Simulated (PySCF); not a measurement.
Molecule: SMILES C[SiH2]C=O, C₂H₆OSi.

Molfile (atoms numbered from 1):
```
C2H6OSi
     RDKit          3D

 10  9  0  0  0  0  0  0  0  0999 V2000
    1.2307   -0.3190    0.0475 C   0  0  0  0  0  0  0  0  0  0  0  0
   -0.2965    0.7587    0.0350 Si  0  0  0  0  0  4  0  0  0  0  0  0
   -1.8370   -0.4050   -0.0613 C   0  0  0  0  0  0  0  0  0  0  0  0
   -1.7101   -1.6044   -0.1129 O   0  0  0  0  0  0  0  0  0  0  0  0
    2.1527    0.2790    0.0952 H   0  0  0  0  0  0  0  0  0  0  0  0
    1.2583   -0.9388   -0.8612 H   0  0  0  0  0  0  0  0  0  0  0  0
    1.2042   -0.9964    0.9141 H   0  0  0  0  0  0  0  0  0  0  0  0
   -0.4309    1.5939    1.2707 H   0  0  0  0  0  0  0  0  0  0  0  0
   -0.3487    1.6807   -1.1439 H   0  0  0  0  0  0  0  0  0  0  0  0
   -2.8699    0.0480   -0.0701 H   0  0  0  0  0  0  0  0  0  0  0  0
  1  2  1  0
  2  3  1  0
  3  4  2  0
  1  5  1  0
  1  6  1  0
  1  7  1  0
  2  8  1  0
  2  9  1  0
  3 10  1  0
M  END
```

Geometry PBE0-D3(BJ)/def2-SVP throughout; GIAO in PySCF 2.14.0 with density-fitted response routines, gas phase, one conformer, non-relativistic; equivalent atoms averaged; functional PBE0.

Q: How do the absolute shieldings σ depend on the basis set? (ppm; last column core-seconds on 1 thread of an Arm Neoverse V1, shared host)

A: 
```csv
basis set,functions,C3,C1,Si2,O4,H10,H8/H9,H5/H6/H7,core-s
STO-3G,30,72.9,238.1,576.6,-414.2,21.12,30.17,32.31,1.8
6-31G,52,-33.3,209.8,477.2,-595.0,19.22,28.36,32.24,3.4
pcSseg-1,105,-59.6,196.2,404.5,-611.9,19.15,26.97,31.01,6.1
pcSseg-2,235,-69.9,196.1,395.9,-589.0,18.74,26.90,31.06,16
```

Q: Which nucleus moves most, in ppm?

A: O4 (carbonyl oxygen): from -611.9 ppm with pcSseg-1 to -414.2 ppm with STO-3G. The smallest spread is 1.30 ppm, at H5/H6/H7. Proton shifts span only some 12 ppm, so a few tenths of a ppm matter as much there as several ppm in carbon.

Q: Taking the largest basis, pcSseg-2 (235 functions), as the yardstick, rank the others by their worst heavy-atom deviation.

A: pcSseg-1 22.8 ppm (105 functions), 6-31G 81.4 ppm (52 functions), STO-3G 180.7 ppm (30 functions).

A small basis that lands close on one nucleus may do so by chance; judge by the trend and by all nuclei.
